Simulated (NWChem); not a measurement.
CdGeH3I; SMILES [GeH3][Cd][I]

Computed with NWChem. Structure relaxed at the PBE0/def2-SVP (def2 core potentials past Kr) level. Not confirmed as a minimum by frequencies.

For level Hartree-Fock/STO-3G, non-relativistic:

```yaml
highest occupied level (eV): -6.76
orbital gap (eV): 14.18
```

Task: What are these values for level Hartree-Fock/3-21G, non-relativistic?

Result: 
* **highest occupied level (eV)**: -9.57
* **orbital gap (eV)**: 10.59
